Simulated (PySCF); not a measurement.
Species: boronic acid, sum formula H$_{3}$BO$_{2}$ (charge 0, singlet). SMILES: OBO
Coordinates optimised at B3LYP-D3(BJ)/def2-TZVP (Ansatz):
```xyz
6

B     -0.0618     0.4717    -0.0887
O      1.1892     0.1032     0.2852
O     -1.0389    -0.4792    -0.1889
H     -0.2682     1.6242    -0.3195
H      1.2676    -0.8443     0.4518
H     -1.8927    -0.1309    -0.4590
```
Charge 0, spin multiplicity 1.

Dispersion corrections to the total energy (kcal/mol) from the dftd3 and dftd4 libraries through PySCF: D3(BJ) without and D4 with the three-body term, each with the damping fitted for the functional named.

| functional | D3(BJ) | D4 |
|---|---|---|
| HSE06 | -0.78 | … |
| LC-wPBE | … | -1.39 |
| BHLYP | -1.77 | … |
| TPSS | -1.68 | -1.72 |
| B3LYP | -2.34 | -2.04 |
| BLYP | -2.89 | -2.95 |
| HF | -13.37 | -5.39 |

Complete the blanks.


- HSE06, D4: -0.94
- LC-wPBE, D3(BJ): -1.19
- BHLYP, D4: -1.36
